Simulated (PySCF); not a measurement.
Compound: C₄H₁₂O₂Si.
InChI=1S/C4H12O2Si/c1-5-4-6-2-3-7/h2-4H2,1,7H3

Level of theory: TDDFT B3LYP/def2-SVPD, vertical, gas phase, core orbitals frozen in the response in PySCF 2.14.0, density-fitted response routines. The structure is a single GFN2-xTB conformer in the gas phase; no vibrational or solvent corrections. Torsions of this conformer, `[CH3:1][O:2][CH2:3][O:4][CH2:5][CH2:6][SiH3:7]`: C1–O2–C3–O4 -66°, O2–C3–O4–C5 -68°, C3–O4–C5–C6 -174°, O4–C5–C6–Si7 38°.

Orbital energies (eV): HOMO-3 -8.66, HOMO-2 -8.48, HOMO-1 -7.85, HOMO -7.78, LUMO 0.27, LUMO+1 0.71, LUMO+2 0.81.

Computed singlets:

```json
{"state": "S1", "E (eV)": "7.22", "f": "0.0035"}
{"state": "S2", "E (eV)": "7.24", "f": "0.0032"}
{"state": "S3", "E (eV)": "7.70", "f": "0.025"}
{"state": "S4", "E (eV)": "7.74", "f": "0.014"}
{"state": "S5", "E (eV)": "7.88", "f": "0.017"}
{"state": "S6", "E (eV)": "7.91", "f": "0.0039"}
{"state": "S7", "E (eV)": "7.95", "f": "0.023"}
{"state": "S8", "E (eV)": "7.99", "f": "0.023"}
```

Q: Assign a leading configuration to S1, S2, S3 and S4 and set E beside the orbital difference Δε.

A: 

```csv
state,leading configuration,weight,Δε (eV),E (eV),E − Δε (eV),f,other configurations
S1,HOMO→LUMO,0.85,8.06,7.22,-0.83,0.0035,H→L+1 (10%)
S2,HOMO-1→LUMO,0.97,8.13,7.24,-0.88,0.0032,–
S3,HOMO→LUMO+1,0.71,8.50,7.70,-0.80,0.025,H→L (10%)
S4,HOMO-1→LUMO+1,0.91,8.57,7.74,-0.82,0.014,–
```

E − Δε runs from -0.88 to -0.80 eV. Among themselves, these states come in the order of their orbital differences.

H and L stand for HOMO and LUMO. The other states: S5 7.88 eV, f 0.017, H-1→L+2 (57%), H-2→L (26%); S6 7.91 eV, f 0.0039, H-2→L (34%), H-1→L+2 (31%), H→L+2 (12%); S7 7.95 eV, f 0.023, H→L+2 (55%), H-2→L (29%); S8 7.99 eV, f 0.023, H→L+3 (79%).

Triplets (Tamm–Dancoff): T1 7.10 eV, H-1→L (60%), H→L (30%); T2 7.14 eV, H→L (49%), H-1→L (32%), H→L+1 (13%); T3 7.51 eV, H→L+1 (27%), H-1→L+1 (25%), H-2→L (20%).

Summed over the main configurations (up to three a state, each over 8%) of all 8 singlets, the electron leaves HOMO with weight 3.22, HOMO-1 with weight 2.77 and HOMO-2 with weight 0.89.
